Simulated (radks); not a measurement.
Task: Species: Au. Configuration: [Xe] 4f14 5d10 7s1 (not the ground configuration). Method: scalar-relativistic Kohn-Sham, RPBE, spin-polarised, spherical densities, point nucleus; open shells are filled with parallel spins first (spin-orbit coupling, left out, can overturn this in heavy ions); computed with a radial shooting solver on a logarithmic mesh with Libxc functionals. Some entries of the table are withheld. Estimate them.

orbital,occ.,eigenvalue (eV),r(max) (bohr),<1/r> (bohr^-1)
1s up,1,-80795.83,0.01041,95.84
1s down,1,-80795.83,0.01041,95.84
2s up,1,-14259.03,0.06015,22.46
2s down,1,-14259.02,0.06015,22.46
2p up,3,-12324.54,0.04982,19.97
2p down,3,-12324.54,0.04982,19.97
3s up,1,-3368.981,0.1696,8.327
3s down,1,-3368.981,0.1696,8.327
3p up,3,-2808.016,0.1690,7.592
3p down,3,-2808.015,0.1690,7.592
3d up,5,-2209.747,0.1376,7.145
3d down,5,-2209.746,0.1376,7.145
4s up,1,-734.8596,0.3826,3.568
4s down,1,-734.8579,0.3826,3.568
4p up,3,-550.9741,0.4028,3.221
4p down,3,-550.9723,0.4028,3.221
4d up,5,-330.4268,0.4103,2.886
4d down,5,-330.4246,0.4103,2.886
5s up,1,-112.9120,0.8483,1.459
5s down,1,-112.9072,0.8483,1.459
4f up,7,-85.6106,0.3756,2.462
4f down,7,-85.6079,0.3756,2.462
5p up,3,-64.4130,0.9538,1.235
5p down,3,-64.4056,0.9538,1.235
5d up,5,-11.4314,(1),0.8390
5d down,5,-11.4085,(2),0.8388
7s up,1,-1.7111,(3),0.1517

Result: 
(1) 5d up r(max) (bohr): 1.215
(2) 5d down r(max) (bohr): 1.215
(3) 7s up r(max) (bohr): 7.357
